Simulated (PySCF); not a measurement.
# BP86 on Ni (nickel, neutral)

Configuration: [Ar] 3d8 4s2, high-spin 3F determinant. All numbers are calculated (PySCF 2.14, the spin-free X2C one-electron Hamiltonian (Gaussian nucleus), in aug-cc-pVDZ-DK (7s6p4d2f, 59 functions)).

* Total energy: -1520.816 hartree
* One-electron energy: -2107.860 hartree
* Hartree (Coulomb) energy: 651.085 hartree
* Exchange-correlation energy: -64.041 hartree
* ⟨S²⟩: 2.0026
* ⟨L²⟩: 12.010
* Sum of ⟨r⟩: 21.72 bohr
* Sum of ⟨r²⟩: 35.51 bohr²
* Langevin diamagnetic susceptibility: -28.1 ×10⁻⁶ cm³/mol
* Time after the integrals: 1.3 s of wall time on 1 thread of Neoverse-V2 (shared host)

```
shell  electrons  mean orbital energy (hartree)  spread (hartree)  rms radius, mean of both spins (bohr)
 1s α          1                     -301.64242                 0                                 0.0624
 1s β          1                     -301.64178                 0                                 0.0624
 2s α          1                      -36.10435                 0                                  0.266
 2s β          1                      -36.06315                 0                                  0.266
 2p α          3                      -31.06613                 0                                  0.238
 2p β          3                      -31.03470                 0                                  0.238
 3s α          1                       -4.11376                 0                                  0.796
 3s β          1                       -4.02717                 0                                  0.796
 3p α          3                       -2.65641                 0                                  0.847
 3p β          3                       -2.57156                 0                                  0.847
 3d α          5                       -0.35931           0.04419                                   1.18
 3d β          3                       -0.30312                 0                                   1.18
 4s α          1                       -0.21973                 0                                   3.03
 4s β          1                       -0.20602                 0                                   3.03
```

Densities and radii are taken from the X2C orbitals without a picture-change correction, which distorts them close to the nucleus.
